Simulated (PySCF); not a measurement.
C2H4Cl2OSi. Atoms are numbered in the order given.

```xyz
10

C     -2.7961    -0.2941     0.0000
C     -1.5785    -0.8593     0.0000
Si    -0.0389     0.1507     0.0000
O     -0.4812     1.7408     0.0000
Cl     1.1336    -0.2785    -1.6524
Cl     1.1336    -0.2785     1.6524
H     -2.9217     0.7931     0.0000
H     -3.7118    -0.8951     0.0000
H     -1.4879    -1.9522     0.0000
H      0.2216     2.4058     0.0000
```
Charge 0, spin multiplicity 1.

The structure is a stationary point at TPSSh-D3(BJ)/def2-SVP. The values are those of a single conformer.

The numbers are results of TDA-PBE/def2-SVPD run with PySCF, not measurements.

Vertical excitations. Gas-phase values at a fixed geometry. State labels are in the subgroup Cs.

| state | symmetry | energy (eV) | λ (nm) | f | main pairs |
|---|---|---|---|---|---|
| S1 | A' | 5.58 | 222 | 0.004 | HOMO−1→LUMO 99 % |
| S2 | A' | 5.92 | 210 | 0.051 | HOMO−3→LUMO 71 %, HOMO→LUMO 28 % |
| S3 | A" | 5.96 | 208 | 0.008 | HOMO−2→LUMO 95 % |
| S4 | A" | 6.28 | 198 | 0.003 | HOMO−4→LUMO 96 % |
| S5 | A" | 6.45 | 192 | 0.000 | HOMO→LUMO+1 98 % |
| S6 | A' | 6.63 | 187 | 0.017 | HOMO−5→LUMO 98 % |
| S7 | A" | 6.82 | 182 | 0.000 | HOMO−1→LUMO+1 80 %, HOMO→LUMO+2 18 % |
| S8 | A" | 6.86 | 181 | 0.003 | HOMO→LUMO+2 76 %, HOMO−1→LUMO+1 18 % |
| S9 | A" | 7.03 | 176 | 0.000 | HOMO−6→LUMO 93 % |
| S10 | A' | 7.07 | 175 | 0.083 | HOMO−2→LUMO+1 94 % |
| T1 | A' | 4.23 | 293 | 0 | HOMO→LUMO 92 % |
| T2 | A' | 5.51 | 225 | 0 | HOMO−1→LUMO 99 % |
| T3 | A" | 5.56 | 223 | 0 | HOMO−2→LUMO 98 % |
| T4 | A' | 5.89 | 210 | 0 | HOMO−3→LUMO 93 % |
Triplets are in the Tamm–Dancoff approximation.
